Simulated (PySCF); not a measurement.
A species of formula C4H8Te has this rotational fingerprint, computed with PySCF, PBE0-D3(BJ)/def2-SVP geometry optimisation, gas phase, def2 core potentials past Kr:

| Property | Result |
| --- | --- |
| Rotational constants | A = 7514, B = 1065, C = 978.7 MHz |
| Dipole components | \|μa\| = 2.14 D, \|μb\| = 0.00 D, \|μc\| = 0.15 D |
| Inertial defect | -25.36 u·Å² |
| κ | -0.97 |

Task: Which structure is it? (One computed conformer of each.)
A. `[CH2:1]=[CH:2][C@@H:3]([CH3:4])[TeH:5]` with C1–C2–C3–C4 124°, C2–C3–Te5–H -69°
B. `[CH3:1][CH:2]([CH3:3])[CH:4]=[Te:5]` with C1–C2–C4–Te5 118°

Result: B. It is CC(C)C=[Te], a near-prolate asymmetric top, point group Cs. The candidates at the same level (rigid rotor, commonest isotopes):

```
           SMILES  A (MHz)  B (MHz)  C (MHz)  μa (D)  μb (D)  μc (D)  Δ (u·Å²)  point group                        rotor
C=C[C@@H](C)[TeH]     4616     1435     1164    0.98    0.61    0.01    -27.59           C1               asymmetric top
      CC(C)C=[Te]     7514     1065    978.7    2.14    0.00    0.15    -25.36           Cs  near-prolate asymmetric top
```

`C=C[C@@H](C)[TeH]` has A 39 % too low. In the right answer the mirror of this Cs structure is the ac plane, so μb vanishes by symmetry. No structure here is proved a minimum.
